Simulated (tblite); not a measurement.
C$_{3}$H$_{10}$B$_{3}$O$_{3}$ (SMILES CB1OB(C)[OH+]B(C)O1), charge +1, singlet, geometry from GFN2-xTB; GFN1-xTB (tblite 0.6.0).

Here is a job for tblite.
```
$ tblite run mol.xyz --method gfn1 --charge 1 --spin 0 --grad --json tblite.json --no-restart

# file mol.xyz
19

C      1.55017480     2.52376653     0.43186327
B      0.74441431     1.20639358     0.21146577
O     -0.63297883     1.19769932     0.08470926
B     -1.40764061     0.15281059    -0.10721144
C     -2.96598204     0.14797066    -0.23653381
O     -0.69256398    -1.12749516    -0.19046388
B      0.76911319    -1.19419293    -0.06915601
C      1.46627084    -2.58911906    -0.18322750
O      1.35348684    -0.03089726     0.11833668
H      1.62532102     3.08286401    -0.50051865
H      2.56270630     2.34106553     0.77664846
H      1.05399689     3.19003835     1.13286680
H     -3.43049075     0.35078071     0.72812695
H     -3.30896210     0.94805819    -0.88868509
H     -3.38149943    -0.78580665    -0.60502846
H     -1.19421256    -1.94211873    -0.32808476
H      0.78690927    -3.43516332    -0.12737374
H      2.22242057    -2.71480915     0.58851612
H      2.00804252    -2.67012884    -1.12522737
```

### Question
Predict the main parts of the log of this tblite run.

### Answer

```
xTB calculator
 | screened Coulomb repulsion
 | Coulomb electrostatics
 |  * isotropic Klopman-Ohno-Mataga-Nishimoto electrostatics
 |  * onsite third-order electrostatics
 | DFT-D3(BJ) dispersion correction

halogen bonding energy    0.0000000000000E+00 Eh
repulsion energy          3.2687486576693E-01 Eh
dispersion energy        -6.8282042231404E-03 Eh
number of electrons       4.8000000000000E+01 e
integral cutoff           2.1261634374110E+01 bohr

------------------------------------------------------------
  cycle        total energy    energy error   density error
------------------------------------------------------------
      1     -29.54860669379  -2.9868653E+01   6.8551720E-01
      2     -29.90063898040  -3.5203229E-01   3.5903389E-01
      3     -29.90436121968  -3.7222393E-03   1.2430273E-01
      4     -29.90367810111   6.8311856E-04   5.3976768E-02
      5     -29.91430997975  -1.0631879E-02   2.8060781E-03
      6     -29.91431473924  -4.7594857E-06   1.4377662E-03
      7     -29.91432064921  -5.9099719E-06   4.7242878E-04
      8     -29.91432132060  -6.7139291E-07   2.2219548E-04
      9     -29.91432150801  -1.8740531E-07   4.4735099E-05
     10     -29.91432151447  -6.4614234E-09   9.2197233E-06
------------------------------------------------------------

electronic energy        -3.0234368176015E+01 Eh
total energy             -2.9914321514471E+01 Eh

Post processing:
 | Mayer-Wiberg bond orders

[Info] Tight-binding results written to 'tblite.txt'
[Info] JSON dump of results written to 'tblite.json'
```
